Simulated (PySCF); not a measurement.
## Property card for `[C@H]12[C@@](CC2)([C@@H](C1)F)C=O`

Compound: C7H9FO.
Atom-mapped SMILES: `[O:1]=[CH:2][C@@:3]12[CH2:4][CH2:5][C@@H:6]1[CH2:7][C@H:8]2[F:9]` (hydrogens: H10 on C2; H11, H12 on C4; H13, H14 on C5; H15 on C6; H16, H17 on C7; H18 on C8)

Among its groups: aldehyde, C–F bond and cyclobutane ring.

**PBE0-D3(BJ)/def2-SVP geometry optimisation, gas phase (PySCF)**

- Point group: C1
- Rotational constants A, B, C: 2.042, 1.812, 1.154 GHz

**CAM-B3LYP/def2-SVPD ground state, ΔSCF and vertical TDDFT (core frozen in the response) (PySCF)**

- Dipole moment: 3.47 D
- HOMO energy: -8.86 eV
- LUMO energy: 0.12 eV
- HOMO–LUMO gap: 8.98 eV
- Lowest singlet excitation: 4.15 eV (299 nm, f = 0.000)
- Strongest line among the 10 lowest singlet transitions: S2 at 6.67 eV (186 nm, f = 0.084)
- Lowest triplet excitation (Tamm–Dancoff): 3.56 eV
- Static isotropic polarisability: 79.1 au
- Vertical ionisation energy: 9.67 eV
- Electronic spatial extent ⟨r²⟩ about the centre of nuclear charge: 1079 bohr²

From PBE0/pcSseg-1 ground state and GIAO shieldings, non-relativistic (PySCF):

- Lowest Hirshfeld atomic charge: -0.22 e on O1
- Highest Hirshfeld atomic charge: +0.12 e on C2
- 13C chemical shifts (computed TMS as zero) by class: 201.2 (C2), 94.2 (C8), 54.6 (C3), 38.7 (C7), 35.1 (C6), 24.3 (C5), 18.5 (C4) ppm
- 1H chemical shifts (computed TMS as zero) by class: 9.98 (H10), 5.07 (H18), 3.19 (H11), 2.71 (H17), 2.57 (H15), 2.43 (H16), 2.16 (H14), 1.59 (H13), 1.36 (H12) ppm
- Isotropic shieldings of nuclei other than C and H, by class: -360 (O1), 373 (F9) ppm
- Mayer bond orders between heavy atoms: O1–C2 2.01, C2–C3 0.94, C3–C4 1.00, C4–C5 1.05, C5–C6 1.01, C6–C7 1.02, C7–C8 1.04, C8–F9 0.88, C6–C3 0.91, C8–C3 0.93

delta-SCF UKS SCAN, pcX-2 on the ionised atom, pcseg-1 elsewhere, spin-free X2C (PySCF):

* Core binding energies: C1s 290.7 (C4), C1s 290.8 (C3), C1s 290.8 (C5), C1s 290.9 (C6), C1s 291.0 (C7), C1s 293.1 (C8), C1s 293.1 (C2), O1s 537.7 (O1), F1s 692.5 (F9) eV

Monoisotopic mass from the formula: 128.0637 u.

The rotational constants make it an asymmetric top with κ = (2B − A − C)/(A − C) = 0.48, nearer the oblate limit (+1). S1 lies 4.83 eV below the HOMO–LUMO gap; its leading configuration is HOMO→LUMO, weight 0.91. In wavenumbers S1 is 33500 cm⁻¹ (1 eV = 8065.54 cm⁻¹). The vertical singlet–triplet gap S1 − T1 is 0.59 eV (TDDFT singlet less Tamm–Dancoff triplet; S1: HOMO→LUMO, weight 0.91; T1: HOMO→LUMO, weight 0.90). The largest Löwdin shares of the HOMO are 0.53 on O1, 0.15 on C2, 0.12 on C3 and 0.08 on H10. The principal polarisabilities are 68.8, 81.3 and 87.1 au; their mean is the isotropic value. No computed singlet falls in the visible range (750 to 380 nm, 1.65 to 3.26 eV); S1 lies 0.89 eV above its blue end.

Shape of the structure used: `[O:1]=[CH:2][C@@:3]12[CH2:4][CH2:5][C@@H:6]1[CH2:7][C@H:8]2[F:9]`: O1–C2–C3–C4 -7°.

One conformer stands for the species.
